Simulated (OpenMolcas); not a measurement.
F2+: effect of the active space

```
Program             : OpenMolcas
Method              : XMS-CASPT2 or its RAS form, IPEA 0.25 Eh, imaginary shift 0.1 Eh
Basis               : ANO-RCC-VTZP
Scalar Hamiltonian  : DKH2, point nucleus
Spin-orbit coupling : RASSI with atomic mean-field integrals over the reference wave functions, term energies averaged over their components
```

A. 3 electrons in 3 orbitals (2p); 2S+1 = 4 odd, 1 root; 2S+1 = 2 odd, 8 roots; closed shells correlated: 1s 2s; CASPT2 step about 0.5 core-seconds
B. 5 electrons in 4 orbitals (2s 2p); 2S+1 = 4 odd, 1 root; 2S+1 = 2 odd, 8 roots; 2S+1 = 4 even, 3 roots; 2S+1 = 2 even, 9 roots; closed shells correlated: 1s; CASPT2 step about 1.2 core-seconds
C. 5 electrons in 8 orbitals (2s 2p 3s 3p); 2S+1 = 4 odd, 1 root; 2S+1 = 2 odd, 8 roots; 2S+1 = 4 even, 3 roots; 2S+1 = 2 even, 9 roots; closed shells correlated: 1s; CASPT2 step of the order of 5 core-seconds
D. 5 electrons in 9 orbitals (RAS2 2s 2p; RAS3 3d, at most 2 electrons); 2S+1 = 4 odd, 1 root; 2S+1 = 2 odd, 8 roots; 2S+1 = 4 even, 3 roots; 2S+1 = 2 even, 9 roots; closed shells correlated: 1s; CASPT2 step about 8 core-seconds

Energies in eV above 2s² 2p³ ⁴S°_3/2.

| Level | A | B | C | D |
| --- | --- | --- | --- | --- |
| 2s² 2p³ ⁴S°_3/2 | 0.0000 | 0.0000 | 0.0000 | 0.0000 |
| 2s² 2p³ ²D°_3/2 | 4.323 | 4.324 | 4.349 | 4.319 |
| 2s² 2p³ ²D°_5/2 | 4.324 | 4.325 | 4.351 | 4.320 |
| 2s² 2p³ ²P°_1/2 | 6.805 | 6.474 | 6.496 | 6.529 |
| 2s² 2p³ ²P°_3/2 | 6.806 | 6.474 | 6.498 | 6.529 |

Among A to D the level of the table that moves most is 2s² 2p³ ²P°_3/2, by 2700 cm-1 (lowest in B, highest in A). Moves below CASPT2's spread within the term are not significant.

CASPT2 does not keep the components of a term degenerate, so their means are used; among the terms shown or strongly mixed into the levels shown the widest spread is 570 cm-1 (2s² 2p³ ²D°, A). With the s shell closed, the reference lacks s² → p² mixing (holds for A). Active for correlation alone: 3p 3s; no level in the range computed is led by a configuration that fills them, so any true level of that kind is missing (holds for C). Active for correlation alone: 3d; no level in the range computed is led by a configuration that fills it, so any true level of that kind is missing (holds for D). Levels of configurations outside the active space are missing. The table leaves out levels that lie high or whose names do not pair safely across all columns.

° marks odd parity.
